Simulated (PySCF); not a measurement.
Computed with PBE0-D3(BJ)/def2-TZVP run with PySCF. Gas-phase values, no solvent. One relaxed conformer stands for a flexible species; it need not be the lowest. Excitations are Tamm–Dancoff values on a coarser integration grid. The basis has no diffuse functions, so Rydberg states are missing or too high.

Reference species (SMILES): `B(/[H])=C/B=N` (neutral, multiplicity 1).

```yaml
S1 oscillator strength: 0.000
S1–T1 gap (TDA): 0.39 eV
brightest of the four lowest singlets (TDA): 6.13 eV
```

Changed species: `BB=C=N`.

### Question
Give the shifts of the S1 oscillator strength, S1–T1 gap (TDA) and brightest of the four lowest singlets (TDA).

### Answer
the S1 oscillator strength hardly moves; the S1–T1 gap (TDA) rises by 0.22 eV, to 0.61 eV; the brightest of the four lowest singlets (TDA) decreases by 1.52 eV, to 4.61 eV.
